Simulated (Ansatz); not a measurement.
GeH19N3Si6 (`[SiH3][N]([SiH3])[GeH]([N]([SiH3])[SiH3])[N]([SiH3])[SiH3]`), relaxed with RKS PBE-D4/def2-SVP in the Gaussian-basis code of Ansatz from a rough embedded geometry. The force threshold is 0.03 eV/Å; the program also tests the step.

Charge 0, multiplicity 1.

Start:

```xyz
29

Si   -2.672   -1.059   -0.731
N    -1.346    0.035   -1.130
Si   -0.890   -0.283   -2.857
Ge    0.150   -0.394   -0.040
N     1.358    0.933    0.181
Si    0.627    2.510   -0.362
Si    2.794    0.626   -0.817
N    -0.461   -1.007    1.622
Si   -1.024    0.411    2.604
Si    0.906   -1.770    2.471
H    -3.233   -0.850    0.584
H    -3.810   -0.803   -1.722
H    -2.284   -2.503   -0.954
H     0.175    0.638   -3.249
H    -0.446   -1.656   -3.004
H    -2.053    0.039   -3.731
H     0.812   -1.644   -0.734
H     1.492    3.608    0.060
H    -0.686    2.696    0.288
H     0.446    2.531   -1.829
H     3.760    1.662   -0.679
H     2.446    0.492   -2.217
H     3.424   -0.646   -0.430
H    -2.058    1.105    1.870
H    -1.478   -0.038    3.928
H     0.127    1.300    2.774
H     0.509   -2.227    3.846
H     1.377   -2.906    1.693
H     2.038   -0.802    2.569
```

```
step   energy (eV)  largest force (eV/Å)  largest move (Å)
   1  -108501.5049                 2.109             0.000
   2  -108502.2827                 0.772             0.192
   3  -108502.5467                 0.596             0.200
   4  -108502.7209                 0.170             0.190
   5  -108502.7862                 0.232             0.193
   6  -108502.8406                 0.065             0.200
   7  -108502.8682                 0.145             0.195
   8  -108502.8843                 0.258             0.192
   9  -108502.8975                 0.256             0.195
  10  -108502.9115                 0.157             0.045
  11  -108502.9321                 0.096             0.193
  13  -108502.9633                 0.162             0.195
  15  -108503.0039                 0.218             0.194
  17  -108503.0505                 0.146             0.195
  19  -108503.0665                 0.153             0.063
  21  -108503.0822                 0.081             0.138
  23  -108503.0915                 0.109             0.074
  25  -108503.1052                 0.203             0.107
  27  -108503.1209                 0.243             0.131
  29  -108503.1311                 0.147             0.103
  30  -108503.1359                 0.027             0.034
```

End:

```xyz
29

Si   -2.523   -0.803   -0.260
N    -1.039   -0.651   -1.216
Si   -1.086   -0.811   -2.976
Ge    0.588   -0.562   -0.322
N     1.151    1.206   -0.436
Si    0.020    2.404   -1.088
Si    2.840    1.629   -0.124
N     0.224   -0.875    1.472
Si    0.243    0.506    2.583
Si    0.090   -2.526    2.091
H    -2.691    0.324    0.720
H    -3.654   -0.765   -1.255
H    -2.596   -2.108    0.488
H     0.324   -0.643   -3.477
H    -1.593   -2.165   -3.400
H    -1.968    0.235   -3.600
H     1.628   -1.555   -0.893
H     0.703    3.736   -0.924
H    -1.281    2.421   -0.336
H    -0.269    2.198   -2.551
H     2.945    2.771    0.848
H     3.565    2.019   -1.387
H     3.505    0.409    0.457
H    -0.713    1.585    2.162
H    -0.188   -0.040    3.919
H     1.615    1.107    2.740
H    -1.187   -2.717    2.862
H     0.105   -3.452    0.905
H     1.242   -2.878    2.997
```

Hardware: 11 threads of an AMD EPYC 7R13 on a shared host and a whole NVIDIA H100 80 GB. Wall time 73 s, peak host memory 0.98 GiB.
